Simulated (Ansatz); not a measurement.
Mo2S2⁺, relaxed as a doublet with UKS PBE0-D4/def2-SVP in Ansatz, starting from the GFN1-xTB geometry. Force threshold 0.02 eV/Å.

In the def2 sets Mo takes a core potential; there is no spin–orbit coupling. The charge 1 doublet is spin-contaminated (final ⟨S²⟩ up to 2.76, 0.75 for a pure state). The structure comes from a short search, and lower isomers may exist.

Start:

```
atom   x (Å)   y (Å)   z (Å)
 Mo1  -1.148  -0.064  -0.460
 Mo2   1.149   0.065   0.461
  S3  -2.744   0.117   0.957
  S4   2.743  -0.118  -0.958
```

(1) Estimate the energy that the relaxation releases and the steps that it takes.

(2) Does the start keep its bonding and symmetry?

(3) Predict the relaxed structure.

## Answers

(1) 2.64 eV, in 18 steps; 1.8 min on 4 threads of Arm Neoverse V2 on a shared host. No frequencies were taken in this run, so the end may be a saddle point.

(2) Bonds formed: Mo1–S4, Mo2–S3 (atoms count from 1). Point group C2h at the start, C2v at the end, both within 0.05 Å.

(3) 
```tsv
atom	x (Å)	y (Å)	z (Å)
Mo1	-0.6682	-0.1605	-1.1382
Mo2	0.6105	0.1469	1.0398
S3	-1.6163	0.1274	0.9984
S4	1.6740	-0.1138	-0.9000
```
Bond lengths (bridged metal pairs left out): 4 × Mo–S 2.23 to 2.36 Å.
